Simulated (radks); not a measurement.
Results of a calculation; reference values are marked as such.
Ionisation of neutral neodymium, [Xe] 4f4 6s2, to Nd+, [Xe] 4f4 6s1, under several functionals. Scalar-relativistic Kohn-Sham, spin-polarised, spherical densities, finite nucleus; open shells are filled with parallel spins first (spin-orbit coupling, left out, can overturn this in heavy ions); a radial shooting solver on a logarithmic mesh with Libxc functionals.

functional                                      E(Nd) (hartree)  Exc (hartree)  IE (eV)  -e(HOMO) (eV)  <r> HOMO (bohr)  IE error (eV)
exchange-only LDA                                    -9610.8122      -209.3939    4.620          1.568            1.113         -0.905
LDA (Slater exchange, Perdew-Wang correlation)       -9616.6640      -215.3256    5.677          2.705            1.101         +0.152
exchange-only PBE                                    -9620.2636      -218.8965    4.852          1.649            1.112         -0.673
OLYP                                                 -9627.1200      -225.9761    5.283          2.819            1.082         -0.242
revPBE                                               -9623.8308      -222.5230    5.390          2.545            1.101         -0.135
XLYP                                                 -9625.0197      -223.7049    5.537          2.302            1.105         +0.012

NIST Atomic Spectra Database: 5.525 eV (measured). Closest: XLYP. The Delta-SCF values span 1.06 eV, the total energies 16.31 hartree. The highest occupied level is 4f. Open shells are spherical and high-spin; term and fine-structure splittings are not resolved. Spin-orbit splitting is averaged out at the scalar-relativistic level.
